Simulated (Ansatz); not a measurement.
`[SiH3]O[SiH2][SiH3]` and `FC[SiH2]O[SiH3]` differ in one atom or group.

Ansatz, PBE0-D4/def2-TZVP geometries, multiplicity 1. Each molecule was computed in one conformer, which needn't be the lowest.

| property | `[SiH3]O[SiH2][SiH3]` |
| --- | --- |
| LUMO energy (PBE0/def2-TZVPP) / eV | -0.62 |
| LUMO energy (PBE/def2-TZVPP) / eV | -1.48 |
| LUMO energy (B3LYP/def2-TZVPP) / eV | -0.78 |
| size of the dipole moment (ωB97M-V/def2-TZVPP) / D | 0.23 |
| HOMO energy (PBE0/def2-TZVPP) / eV | -7.99 |
| HOMO energy (ωB97M-V/def2-TZVPP) / eV | -10.07 |

Problem. What does the change do to each property? (An estimate is asked.)

Solution. The calculation gave: 
| property | `FC[SiH2]O[SiH3]` | shift |
| --- | --- | --- |
| LUMO energy (PBE0/def2-TZVPP) / eV | -0.12 | 0.50 |
| LUMO energy (PBE/def2-TZVPP) / eV | -1.02 | 0.46 |
| LUMO energy (B3LYP/def2-TZVPP) / eV | -0.33 | 0.45 |
| size of the dipole moment (ωB97M-V/def2-TZVPP) / D | 1.30 | 1.07 |
| HOMO energy (PBE0/def2-TZVPP) / eV | -8.38 | -0.39 |
| HOMO energy (ωB97M-V/def2-TZVPP) / eV | -10.68 | -0.61 |

With PBE0 the HOMO falls by 0.39 eV and the LUMO rises by 0.50 eV, so the gap widens by about 0.89 eV. PBE moves the HOMO by -0.10 eV and ωB97M-V by -0.61 eV. Dipoles are sizes alone; their direction can turn.

B3LYP here is the variant with VWN-RPA as its local correlation; programs differ in this.
